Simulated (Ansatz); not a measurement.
Coupled-cluster diagnostics for PbSe2⁺, Ansatz.

Geometry of the doublet (r2SCAN-D4/def2-TZVP):

```xyz
3

Pb    1.565   -0.166    0.481
Se   -0.455    0.828   -1.047
Se   -1.110   -0.662    0.567
```

In the def2 sets Pb takes a core potential; there is no spin–orbit coupling. Correlated methods freeze 22 core orbitals; core or outer-core shells of Pb, Se are correlated, in sets that lack core-valence functions. The structure comes from a short search, and lower isomers may exist.

Geometry of the charge 1 quartet (r2SCAN-D4/def2-TZVP):

```xyz
3

Pb    1.6895    0.9772    0.0982
Se   -1.3852    0.4174    0.2341
Se   -0.3043   -1.3946   -0.3322
```

(1) Estimate the CCSD(T) correlation energy, the shares of MP2 and (T), T1 and the reference's ⟨S²⟩ for: charge 1, doublet, own geometry in def2-SVP; charge 1, quartet, own geometry in def2-SVP; and the rough time on 4 threads of Arm Neoverse V2 on a shared host.

## Answers

(1) 
```json
{"state": "charge 1, doublet, own geometry", "basis": "def2-SVP", "correlation (eV)": "-15.159", "MP2 share (%)": "95.3", "(T) share (%)": "3.7", "T1": "0.013", "⟨S²⟩ (pure)": "0.80 (0.75)", "wall time": "4.5 s"}
{"state": "charge 1, quartet, own geometry", "basis": "def2-SVP", "correlation (eV)": "-14.573", "MP2 share (%)": "94.8", "(T) share (%)": "3.3", "T1": "0.012", "⟨S²⟩ (pure)": "3.80 (3.75)", "wall time": "4.7 s"}
```
Customary marks for T1 are 0.02 (closed shells), 0.045 (open shells) and about 0.05 (3d metals). T1 stays under 0.02 throughout.
